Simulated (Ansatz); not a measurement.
Wavefunction ladder for C3H4F4, SMILES `FC(F)CC(F)F`

Cartesian coordinates in Å:
```
F -0.2299 -2.1271 -1.1061
C 0.3988 -1.0140 -0.6574
F 0.8830 -0.3543 -1.7448
C -0.5853 -0.1402 0.0743
C 0.0472 1.1208 0.6008
F -0.8859 1.8597 1.2481
F 1.0169 0.8092 1.5034
H 1.2523 -1.3247 -0.0485
H -1.0043 -0.6964 0.9157
H -1.3940 0.1222 -0.6114
H 0.5011 1.7449 -0.1740
```

The species carries charge 0 and has multiplicity 1. The structure was optimised at the PBE0-D4/def2-TZVP level. It is one conformer, not always the lowest. Frozen core, restricted reference, the Gaussian-basis code of Ansatz. CBS rows extrapolate triple and quadruple zeta; past MP2 they add the triple-zeta difference.

```tsv
basis	HF (Eh)	MP2 corr.	CCSD corr.	(T)	CCSD(T) total
def2-SVP	-513.28842	?	-1.17706	-0.02482	?
def2-TZVPP	?	-1.48765	-1.51229	?	?
def2-QZVPP	-513.94252	-1.61742	–	–	–
CBS(def2)	-513.94558	?	-1.73819	as TZ	?
```

(1) Fill in the withheld values. (Best estimate.)

## Answers

(1) Ansatz gave: def2-SVP MP2 corr.: -1.13782; def2-SVP CCSD(T) total: -514.49030; def2-TZVPP HF (Eh): -513.92033; def2-TZVPP (T): -0.04960; def2-TZVPP CCSD(T) total: -515.48222; CBS(def2) MP2 corr.: -1.71354; CBS(def2) CCSD(T) total: -515.73337.
